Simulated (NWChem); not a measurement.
## Atomisation of GeSe

```xyz
2

Ge     0.0000     0.0000     1.1032
Se     0.0000     0.0000    -1.0383
```
Charge 0, spin multiplicity 1.

The numbers come from NWChem runs, not from measurements. All single points use one geometry, from PBE0/def2-SVP, a minimum by its harmonic frequencies.

Basis set: def2-TZVP. The atomisation energy is electronic alone: no zero-point, thermal, spin-orbit or counterpoise terms. No value is extrapolated to the basis-set limit. Free atoms are single determinants with multiplicities Ge 3, Se 3. Correlated methods freeze the same cores in atoms and molecule, 18 orbitals in all.

```json
[
 {"method": "HF", "atomisation energy (kcal/mol)": "64.7", "relative cost": "1"},
 {"method": "B3LYP", "atomisation energy (kcal/mol)": "118.3", "relative cost": "under 3"},
 {"method": "PBE0", "atomisation energy (kcal/mol)": "118.2", "relative cost": "under 3"},
 {"method": "PBE", "atomisation energy (kcal/mol)": "125.9", "relative cost": "under 3"},
 {"method": "BLYP", "atomisation energy (kcal/mol)": "122.2", "relative cost": "under 3"},
 {"method": "M06-2X", "atomisation energy (kcal/mol)": "110.0", "relative cost": "under 3"},
 {"method": "TPSS", "atomisation energy (kcal/mol)": "123.4", "relative cost": "under 3"},
 {"method": "MP2", "atomisation energy (kcal/mol)": "120.8", "relative cost": "under 3"},
 {"method": "CCSD(T)", "atomisation energy (kcal/mol)": "116.4", "relative cost": "10"}
]
```

The values span 61.2 kcal/mol, from HF (lowest) to PBE (highest). Costs are rough ratios of processor time within this set of runs, SCF included, with HF as 1. Costs are the molecule's.

The Hamiltonian is non-relativistic. B3LYP has NWChem's definition, with VWN1-RPA local correlation. The structure started from a generated list of species. No SCF solution was tested for a lower state. Open-shell Hartree-Fock references start from PBE0 orbitals; any time given for them includes that run. No row is a measurement; the coupled-cluster row has its own basis-set and correlation limits.
